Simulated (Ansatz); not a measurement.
Input file for GeH₄OS₂ (`[OH][GeH2][S]S`):

```yaml
crystal:
  periodic: [false, false, false]
  atoms:
    - {symbol: O, position_ang: [-1.184290, 1.107069, -0.049112]}
    - {symbol: Ge, position_ang: [0.566533, 0.908220, 0.154915]}
    - {symbol: S, position_ang: [0.998762, -1.102841, 1.028275]}
    - {symbol: S, position_ang: [0.099702, -2.215367, -0.456628]}
    - {symbol: H, position_ang: [-1.513581, 0.565570, -0.771351]}
    - {symbol: H, position_ang: [0.999159, 1.973283, 1.167639]}
    - {symbol: H, position_ang: [1.256062, 0.995759, -1.216243]}
    - {symbol: H, position_ang: [-1.130148, -2.288794, 0.086804]}
basis:
  gaussian: {orbitals: def2-TZVPP}
correlation: {method: ccsd_t}
output: {orbitals: {seedname: orbitals}}
```

```sh
$ ansatz run in.yaml --threads 4 --pin off --events-out ev --progress --plain
```

The program prints (abridged):

```
Functional definition: HF
  name "HF"
  cite "Fock, Z. Phys. 61, 126 (1930) doi:10.1007/BF01340294"
  parent pbe
  exchange = exact_x
  correlation = 0
1313 factors; integrals over basis functions are off by at most 9.0e-4 eV
mean field evaluation 1: about -80208.3087 eV, gradient 3.9e1 eV
mean field evaluation 2: about -80208.5744 eV, gradient 3.9e1 eV
mean field evaluation 4: about -80211.7062 eV, gradient 3.3e0 eV
mean field evaluation 8: about -80211.7642 eV, gradient 2.7e-1 eV
mean field -80211.76467480 eV, -2947.7279823120 hartree, gradient 2.5e-6 eV, S^2 0.000000; 0 other end points of the search recorded, 0 dependent functions left out
20 core orbitals not correlated: weight in the atoms' cores, before any rotation towards them, 1.000 or more for the frozen orbitals, at most 0.000 for the correlated occupied ones
reference -80211.76467480 eV, -2947.7279823120 hartree; 18, 18 occupied and 181, 181 virtual orbitals, 1313 factors
second order -23.17352799 eV of doubles, -0.00000000 eV of singles
cycle   1  -23.41787598 eV  change   -2.4e-1 eV  update   1.1e-1
cycle   2  -24.08965474 eV  change   -6.7e-1 eV  update   3.4e-2
cycle   3  -24.21117243 eV  change   -1.2e-1 eV  update   1.7e-2
cycle   4  -24.19790039 eV  change    1.3e-2 eV  update   4.0e-3
cycle   5  -24.19599614 eV  change    1.9e-3 eV  update   2.0e-3
cycle   6  -24.19650761 eV  change   -5.1e-4 eV  update   6.2e-4
cycle   7  -24.19615394 eV  change    3.5e-4 eV  update   2.7e-4
cycle   8  -24.19613302 eV  change    2.1e-5 eV  update   1.0e-4
cycle   9  -24.19618053 eV  change   -4.8e-5 eV  update   4.9e-5
cycle  10  -24.19616603 eV  change    1.5e-5 eV  update   2.3e-5
perturbative correction -1.02878170 eV, -0.0378070303 hartree
Total energy: -80236.98962253 eV, -2948.6549820430 hartree
```

It took 79 s on 4 threads of a server CPU on a shared host, with 3.1 GiB of host memory at the peak.

MP2 recovers 91.9 % of the CCSD(T) correlation energy and the triples give 4.1 %; T1 = 0.0122.
